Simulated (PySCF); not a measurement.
# Ionisation energy of Tc²⁺ by level of theory

Tc²⁺ [Kr] 4d5 (6S) → Tc³⁺ [Kr] 4d4 (5D), as a difference of total energies. Computed with PySCF 2.14 in x2c-TZVPPall, with the spin-free X2C one-electron Hamiltonian (Gaussian nucleus). Correlated levels: valence and next inner shell: [Ar] 3d10 frozen. The calculations carry no spin-orbit coupling.

```json
{"method": "UHF", "ionisation energy (eV)": "28.797"}
{"method": "MP2 (valence and next inner shell)", "ionisation energy (eV)": "29.803"}
{"method": "SCS-MP2 (valence and next inner shell)", "ionisation energy (eV)": "29.434"}
{"method": "CCSD (valence and next inner shell)", "ionisation energy (eV)": "29.624"}
{"method": "CCSD(T) (valence and next inner shell)", "ionisation energy (eV)": "29.659"}
```

**Question.** How much does correlation contribute at CCSD(T) (valence and next inner shell)?

**Answer.** 29.659 − (28.797) = 0.862 eV, measured against UHF.

The reference lies between the lowest fine-structure levels, while these numbers refer to the centres of the terms.

Errors of the correlated levels include the incompleteness of this basis and the frozen core.

For comparison: 29.55 eV (semi-empirical (NIST evaluation); NIST Atomic Spectra Database, ionization energies).
